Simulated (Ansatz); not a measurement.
Basis-set extrapolation for CH$_{5}$Al$_{2}$N (`[AlH2][N]1[CH2][AlH]1`) (PBE0-D4/def2-TZVP geometry, frozen core, Ansatz 0.2.0). Multiplicity 1, RHF reference.

|  | def2-TZVPP | def2-QZVPP |
| --- | --- | --- |
| HF | -579.085491 | -579.104677 |
| MP2 correlation | -0.533825 | -0.570107 |
| CCSD(T) correlation | -0.591697 | not run |

Energies in hartree. Use E(X) = E(∞) + A·exp(−7.88·√X) for Hartree–Fock and E(X) = E(∞) + B·X^(−2.97) for correlation, with X = 3 and 4, and add CCSD(T) minus MP2 of the smaller set to the MP2 limit.

Problem. What is the CCSD(T) energy at the basis-set limit?

Solution. HF limit: -579.104677 + (-0.019186) × 0.13774 = -579.10732. MP2 limit: -0.570107 + (-0.036282) × 0.74074 = -0.59698. Higher-order term: -0.591697 − (-0.533825) = -0.05787. Total: -579.76217 hartree, 53.3 kcal/mol below CCSD(T)/def2-TZVPP.
